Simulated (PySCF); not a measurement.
Cartesian coordinates in Å; atom numbers follow the order of the lines, from 1:
```xyz
6

Al    0.3593    0.6212    0.0037
Cl    2.4299    0.6642    0.2989
Cl   -0.6828    2.4087   -0.2912
N    -0.5095   -0.9002   -0.0022
H    -1.5104   -0.9824   -0.1386
H    -0.0865   -1.8115    0.1293
```

Geometry: PBE0-D3(BJ)/def2-SVP; GIAO shifts from PySCF 2.14.0 with density-fitted response routines, gas phase, non-relativistic, averaged over equivalent atoms.

At B3LYP/pcSseg-1 (pcSseg-2 on Al) (118 basis functions, 11 s wall time (7.7 s CPU) on 1 thread of an x86-64 server CPU, shared host):
| atoms | δ (ppm) |
| --- | --- |
| Al1 | 172.6 |
| Cl2/Cl3 | -36.5 |
| N4 | 27.1 |
| H5/H6 | 0.87 |

δ = σ(ref) − σ, references computed at the same level: $^{27}$Al (571.15 ppm) against [Al(H2O)6]3+; $^{35}$Cl (930.46 ppm) against HCl; NH3 for $^{15}$N (263.54 ppm); $^{1}$H (31.38 ppm) against TMS.

**Question.** Predict the values at PBE0/pcSseg-1 (pcSseg-2 on Al) on the same geometry.

**Answer.** 
```csv
atoms,δ at PBE0/pcSseg-1 (pcSseg-2 on Al),change
Al1,168.0,-4.6
Cl2/Cl3,-31.7,+4.8
N4,26.2,-0.9
H5/H6,0.94,+0.07
```

δ = σ(ref) − σ, references computed at the same level: $^{27}$Al (σ = 576.18 ppm) vs [Al(H2O)6]3+; HCl for $^{35}$Cl (σ = 943.27 ppm); $^{15}$N (σ = 265.67 ppm) against NH3; $^{1}$H (σ = 31.27 ppm) against TMS.

The largest change is at Cl2/Cl3 (chlorine bonded to Al). Cost: 118 basis functions, 16 s wall time (12 s CPU) on 1 thread of an x86-64 server CPU, shared host.

Experimental scales use liquid or dissolved standards, which lie at an offset from isolated NH3 (liquid NH3: subtract about 20 ppm).
